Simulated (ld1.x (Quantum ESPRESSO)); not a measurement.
# Before and after: RRKJ potential for In (Z = 49)

| Item | Value |
| --- | --- |
| Element | In (Z = 49) |
| Generator | ld1.x (Quantum ESPRESSO) 7.5 |
| Type | norm-conserving RRKJ (Kleinman–Bylander form) |
| Functional | revPBE |
| Relativity | scalar-relativistic |
| Frozen core | [Kr] 4d10 |
| Valence charge | 3 |
| Reference configuration | 5s2 5p1 |
| Partial waves | 5p (bound): rc 2.80 bohr; 5s (bound): rc 1.95 bohr |
| Local potential | the s channel |
| Core correction | none |

Change: core correction a·sin(br)/r model core inside 2.42 bohr.

Cutoffs: the cutoffs (Ry, on a coarse ladder) from which the occupation-weighted sum of valence levels, in a spherical-Bessel basis at the reference potential, stays within 10 and 1 mRy of its value at 400 Ry; they do not see the model core or the augmentation charge, which bear on the density cutoff. Errors are all-electron minus pseudo energies relative to the spin-unpolarised reference configuration.

Problem. How do hardness, ghosts and transferability respond?

Solution. The potential gets neither clearly harder nor softer (18 Ry and 30 Ry → 18 Ry and 30 Ry); of the 7 tests that both files solve, the error grows in 3 and shrinks in 2 by more than 15 % and 0.3 meV (median size 16.9 → 21.1 meV); neither file shows a bound ghost. A model core, the more so a compact one, raises the density cutoff, which this test does not measure.

```tsv
quantity	base	changed
cutoff, loose	18 Ry	18 Ry
cutoff, tight	30 Ry	30 Ry
bound ghosts	none	none
error for 5s2 5p0, meV [ΔE 5.28 eV]	+17	-19
error for 5s1 5p0, meV [ΔE 24.36 eV]	+38	-233
error for 5s2 5p0.5, meV [ΔE 1.90 eV]	+2.7	-3.2
error for 5s1 5p2, meV [ΔE 5.82 eV]	+19	-21
error for 5s1 5p1, meV [ΔE 11.86 eV]	-7.7	-67
error for 5s0 5p3, meV [ΔE 11.90 eV]	+96	-79
error for 5s2 5p1.3, meV [ΔE -0.51 eV]	+0.8	-0.2
s: phases at 3.05 bohr within 0.05 rad from the reference energy up to (Ry; the scan ends near 5)	1.8	1.8
p: phases at 3.05 bohr within 0.05 rad from the reference energy up to (Ry; the scan ends near 5)	2.9	2.9
```
